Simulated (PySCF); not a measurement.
**Radial density of Eu⁺ (europium, charge +1)**

UHF, [Xe] 4f8, high-spin 7F determinant (an excited configuration). Calculation: PySCF 2.14, in x2c-TZVPPall (11s7p7d4f2g, 113 functions); the spin-free X2C one-electron Hamiltonian (Gaussian nucleus).

| r (bohr) | 4πr²ρ (e/bohr) | 4πr²(ρα − ρβ) |
| --- | --- | --- |
| 0.0262 | 74.20 | 0.0055 |
| 0.0441 | 88.31 | 0.0088 |
| 0.0742 | 110.1 | -0.0066 |
| 0.125 | 82.44 | 0.0444 |
| 0.210 | 95.85 | 0.8174 |
| 0.353 | 40.98 | 3.7437 |
| 0.594 | 46.10 | 6.4585 |
| 0.998 | 15.89 | 4.2922 |
| 1.68 | 7.017 | 1.0956 |
| 2.82 | 1.024 | 0.0322 |
| 4.75 | 0.009562 | -0.0014 |
| 7.99 | 5.018e-05 | 0.0000 |

Densities and radii are taken from the X2C orbitals without a picture-change correction, which distorts them close to the nucleus.

Spin-orbit coupling, absent here, splits the open shell strongly.

(1) Where is the radial spin density 4πr²(ρα − ρβ) most negative, and why is it negative at all?

Answers

(1) Around r = 0.0742 bohr, down to -0.0066 e/bohr: exchange with the open shell polarises the paired shells in an unrestricted calculation.
